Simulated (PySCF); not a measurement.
C₂H₇BrSi, SMILES C[SiH](C)Br. Coordinates come from a PBE0-D3(BJ)/def2-SVP optimisation.

Level of theory: PySCF with PBE0-D3(BJ)/def2-SVP.

Harmonic wavenumbers (cm⁻¹): 162, 169, 170, 183, 230, 404, 619, 663, 702, 710, 780, 858, 887, 907, 1261, 1266, 1418, 1422, 1426, 1435, 2237, 3057, 3058, 3162, 3163, 3176, 3176. Rotational constants (GHz): 5.315, 1.975, 1.574; symmetry number 1.

**Question.** Work out the zero-point energy and the ideal-gas rigid-rotor harmonic-oscillator thermochemistry at 298.15 K and 1 atm.

**Answer.** ZPE = ½ Σ hcν = ½ × 36699 cm⁻¹ = 219.51 kJ/mol. H − E(el) = 240.09 kJ/mol. Entropy in J/(mol K): translation 170.29, rotation 114.50, vibration 61.53, total 346.32. G − E(el) = 136.83 kJ/mol. Cp = 105.56 J/(mol K).
